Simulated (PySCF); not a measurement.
# Reading the logs of faulty runs: CFH4NSi

These are calculations, not measurements. The program is PySCF 2.14.0, an open-source quantum chemistry code, run on an isolated molecule that a program drew, which may never have been made. The molecule is CFH4NSi (charge 0, singlet), drawn as the SMILES string `CN=[SiH]F`.

Each row is a Hartree-Fock (HF) and frozen-core CCSD(T) single point in the cc-pV(D+d)Z basis, meant for a local HF minimum. Run 1 is clean. Each other run has one planted mistake out of seven kinds, and not every kind appears here: one electron removed, one electron added, multiplicity raised by two, geometry at a saddle point, minimal basis STO-3G, one bond length entered in bohr, all coordinates scaled. The reference is restricted for singlets and unrestricted otherwise, and also for a bond in bohr. Adding or removing an electron swaps singlet and doublet. Electrons count all cores. HOMO and LUMO are orbital energies over both spins, the gradient is its largest component, and the lowest frequency (negative if imaginary) is given only where the gradient is small. Bond lengths are over the 7 bonds as drawn. T1 is the CCSD diagnostic: over 0.02 (restricted) or 0.045 (unrestricted) a single reference is doubtful.

Geometry of the clean run:
```xyz
8
CFH4NSi, angstrom
C    -2.5127   -2.0350    0.2962
N    -2.0442   -2.2351    1.6277
Si   -1.2051   -1.8637    2.8480
F    -0.2002   -0.6360    3.0675
H    -2.0663   -1.1668   -0.1975
H    -2.2998   -2.9145   -0.3174
H    -3.5977   -1.8998    0.2920
H    -1.1772   -2.6121    4.0942
```

| run | electrons | basis functions | <S^2> | HOMO (eV) | LUMO (eV) | gradient (hartree/bohr) | lowest frequency (cm^-1) | mean bond (Å) | longest bond (Å) | T1 | HF (hartree) | CCSD(T) (hartree) | mistake |
|---|---|---|---|---|---|---|---|---|---|---|---|---|---|
| 1 | 40 | 85 | 0.000 | -10.04 | 2.84 | 3.3e-05 | 79 | 1.3270 | 1.602 | 0.0153 | -483.03922 | -483.67723 | no fault |
| 2 | 40 | 85 | 0.000 | -10.22 | 3.36 | 7.6e-02 | - | 1.2447 | 1.502 | 0.0133 | -482.99617 | -483.61831 | all coordinates scaled |
| 3 | 40 | 85 | 2.037 | -5.59 | 0.32 | 1.6e-01 | - | 1.3270 | 1.602 | 0.0167 | -482.91588 | -483.51255 | multiplicity raised by two |
| 4 | 40 | 28 | 0.000 | -6.66 | 7.96 | 3.3e-02 | - | 1.3270 | 1.602 | 0.0154 | -477.02886 | -477.25224 | minimal basis STO-3G |
| 5 | 40 | 85 | 1.036 | -10.27 | 1.59 | 7.1e-02 | - | 1.5082 | 2.694 | 0.0311 | -482.90984 | -483.50754 | ? |
| 6 | 41 | 85 | 0.772 | 1.50 | 9.09 | 7.5e-02 | - | 1.3270 | 1.602 | 0.0151 | -482.95875 | -483.60174 | ? |

**Which mistake was planted in run 5, and what did it cost?**

The mean bond changes by a factor of 1.137 and the longest by 1.682, so the molecule wasn't scaled as a whole. A length L in bohr read as angstrom grows by (1/0.5292 - 1) L = 0.890 L. The 7 bonds together grew by 7 x 0.1812 = 1.268 Å, which gives L = 1.426 Å. That is bond C1-N2, 1.426 Å in the clean geometry. So the mistake is: one bond length entered in bohr. Subtracting run 1 and multiplying by 627.51 kcal/mol a hartree, the energy moved by 81.2 kcal/mol in HF and 106.5 kcal/mol in CCSD(T).

**Which mistake was planted in run 6, and what did it cost?**

It counts 41 electrons, one more than the clean run, at the same geometry and basis. So the mistake is: one electron added. Subtracting run 1 and multiplying by 627.51 kcal/mol a hartree, the energy moved by 50.5 kcal/mol in HF and 47.4 kcal/mol in CCSD(T).

Cautions from the logs. Run 6: the HOMO is above zero, so the electron isn't bound and the energy depends on the basis.
